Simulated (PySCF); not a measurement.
Group charges in `C=C/C=C\CN([SiH3])[SiH2]P`

Compound: C5H14NPSi2.
SMILES with atom numbers: `[CH2:1]=[CH:2]/[CH:3]=[CH:4]\[CH2:5][N:6]([SiH3:7])[SiH2:8][PH2:9]` (hydrogens: H10, H11 on C1; H12 on C2; H13 on C3; H14 on C4; H15, H16 on C5; H17, H18, H19 on Si7; H20, H21 on Si8; H22, H23 on P9)

Cartesian coordinates in Å at the GFN2-xTB level; atoms count from 1:
```
atom  x, y, z in Å
C1     3.306    1.594    0.577
C2     2.242    0.989    0.057
C3     2.066   -0.445    0.080
C4     1.052   -1.140   -0.441
C5    -0.163   -0.604   -1.129
N6    -1.344   -0.736   -0.283
Si7   -2.046   -2.318   -0.123
Si8   -1.650    0.541    0.848
P9    -1.221    2.470   -0.208
H10    4.106    1.037    1.037
H11    3.417    2.664    0.557
H12    1.459    1.584   -0.394
H13    2.861   -0.992    0.574
H14    1.041   -2.217   -0.327
H15   -0.332   -1.172   -2.050
H16   -0.040    0.448   -1.400
H17   -1.387   -3.110    0.922
H18   -1.878   -2.960   -1.427
H19   -3.451   -2.116    0.212
H20   -0.773    0.499    2.028
H21   -3.045    0.379    1.259
H22   -1.919    3.239    0.701
H23   -2.307    2.394   -1.062
```

Atomic charges (e) from the PBE0/pcSseg-1 density (PySCF):

```csv
atom,Mulliken,IAO,Hirshfeld,ESP-fitted
C1,-0.1397,-0.3071,-0.0937,-0.5538
C2,-0.2118,-0.1398,-0.0489,+0.2512
C3,-0.1028,-0.1474,-0.0480,-0.3511
C4,-0.1763,-0.1607,-0.0463,-0.1761
C5,+0.0219,-0.1468,-0.0263,+0.0001
N6,-0.9092,-0.7655,-0.2604,-0.4485
Si7,+0.6176,+0.7307,+0.3440,+0.4068
Si8,+0.6065,+0.7073,+0.3101,+0.4721
P9,-0.3148,-0.1267,+0.0028,-0.3129
H10,+0.1097,+0.1445,+0.0450,+0.2032
H11,+0.1152,+0.1553,+0.0481,+0.2000
H12,+0.1513,+0.1445,+0.0263,-0.0066
H13,+0.0960,+0.1454,+0.0460,+0.1862
H14,+0.1157,+0.1416,+0.0416,+0.1528
H15,+0.1372,+0.1450,+0.0427,+0.0886
H16,+0.1498,+0.1312,+0.0313,+0.1305
H17,-0.0894,-0.1488,-0.0853,-0.0928
H18,-0.1038,-0.1278,-0.0752,-0.0816
H19,-0.0885,-0.1217,-0.0749,-0.0766
H20,-0.0541,-0.1389,-0.0875,-0.0710
H21,-0.0738,-0.1223,-0.0785,-0.1169
H22,+0.0718,+0.0055,-0.0054,+0.1067
H23,+0.0717,+0.0023,-0.0073,+0.0897
```

Question: Cut each of the bonds C1–C2, C2–C3, C3–C4, C4–C5, N6–C5, Si7–N6, Si8–N6 and P9–Si8 in turn and sum the charges on the side of the atom named first.

Answer: In e; the other side holds the opposite charge:

| bond cut | piece | atoms | Mulliken | IAO | Hirshfeld | ESP-fitted |
| --- | --- | --- | --- | --- | --- | --- |
| C1–C2 | CH2 | 3 | +0.085 | -0.007 | -0.001 | -0.151 |
| C2–C3 | C2H3 | 5 | +0.025 | -0.003 | -0.023 | +0.094 |
| C3–C4 | C3H4 | 7 | +0.018 | -0.005 | -0.025 | -0.071 |
| C4–C5 | C4H5 | 9 | -0.043 | -0.024 | -0.030 | -0.094 |
| N6–C5 | Si2PNH7 | 11 | -0.266 | -0.106 | -0.018 | -0.125 |
| Si7–N6 | SiH3 | 4 | +0.336 | +0.332 | +0.109 | +0.156 |
| Si8–N6 | SiPH4 | 6 | +0.307 | +0.327 | +0.134 | +0.168 |
| P9–Si8 | PH2 | 3 | -0.171 | -0.119 | -0.010 | -0.116 |

Extremes among these pieces. Mulliken: lowest Si2PNH7 at N6, highest SiH3 at Si7; IAO: lowest PH2 at P9, highest SiH3 at Si7; Hirshfeld: lowest C4H5 at C4, highest SiPH4 at Si8; ESP-fitted: lowest CH2 at C1, highest SiPH4 at Si8.

Question: Do the schemes agree better on the pieces than on the single atoms at the cuts?

Answer: The spread between schemes averages 0.168 e for the pieces and 0.388 e for the atoms named first; it is smaller for the piece at 8 of the 8 cuts. On average they agree better on the pieces. The sign differs between schemes (beyond ±0.03 e) for CH2 at C1.

Isolated species at its GFN2-xTB geometry (one conformer only).

The run behind these numbers computed NMR shieldings as well. On one thread of an Intel Xeon 6975P-C, shared host, this took 61 s of wall time (grids of density and orbitals included) and 1.1 GiB of memory at its peak.
